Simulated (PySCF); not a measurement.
Geometry:
| atom | x (Å) | y (Å) | z (Å) |
| --- | --- | --- | --- |
| C1 | 2.213 | -0.161 | 0.084 |
| Si2 | 0.553 | 0.736 | 0.267 |
| C3 | -0.705 | 0.441 | -1.149 |
| C4 | -1.514 | -0.512 | -0.258 |
| F5 | -2.859 | -0.201 | -0.243 |
| C6 | -0.844 | -0.275 | 1.103 |
| H7 | 2.849 | 0.347 | -0.634 |
| H8 | 2.745 | -0.186 | 1.029 |
| H9 | 2.082 | -1.186 | -0.252 |
| H10 | 0.712 | 2.122 | 0.717 |
| H11 | -1.302 | 1.316 | -1.395 |
| H12 | -0.376 | -0.007 | -2.082 |
| H13 | -1.457 | -1.555 | -0.585 |
| H14 | -1.497 | 0.319 | 1.738 |
| H15 | -0.606 | -1.190 | 1.639 |

[PySCF: shielding tensors at PBE0/pcSseg-1 (GIAO); GFN2-xTB geometry; one conformer; no relativistic terms; fast rotation and ring inversion assumed for equivalent nuclei; isolated molecule]

Problem. List the cross peaks expected in HSQC, COSY and HMBC spectra.

Solution. 

HSQC (one-bond C–H):
```
             δH            δC
     5.33 (H13)     90.3 (C4)
 1.96 (H11/H14)  25.5 (C3/C6)
 1.87 (H12/H15)  25.5 (C3/C6)
0.34 (H7/H8/H9)     -2.8 (C1)
```

COSY cross peaks (H two or three bonds apart, from the bond graph; peaks can be absent where the dihedral angle is near 90°):
```
            δH               δH
    5.33 (H13)   1.96 (H11/H14)
    5.33 (H13)   1.87 (H12/H15)
    4.94 (H10)   1.96 (H11/H14)
    4.94 (H10)   1.87 (H12/H15)
    4.94 (H10)  0.34 (H7/H8/H9)
1.96 (H11/H14)   1.87 (H12/H15)
```

HMBC (two and three bonds, from the bond graph):
```
             δH                                  δC
     5.33 (H13)                        25.5 (C3/C6)
     4.94 (H10)  90.3 (C4), 25.5 (C3/C6), -2.8 (C1)
 1.96 (H11/H14)  90.3 (C4), 25.5 (C3/C6), -2.8 (C1)
 1.87 (H12/H15)  90.3 (C4), 25.5 (C3/C6), -2.8 (C1)
0.34 (H7/H8/H9)                        25.5 (C3/C6)
```

Shifts are taken against calculated references (same method and geometry level): $^{1}$H (31.72 ppm), $^{13}$C (186.93 ppm) vs TMS.

Shifts are as computed. Against solution values, carbons near 30 ppm lie about +3 ppm off and those near 130 ppm about +5 ppm. Of 1211 compounds with measured shifts, 218 miss one by over three times the rms of a fit or turn the order of signals round; such compounds aren't used in these exercises.
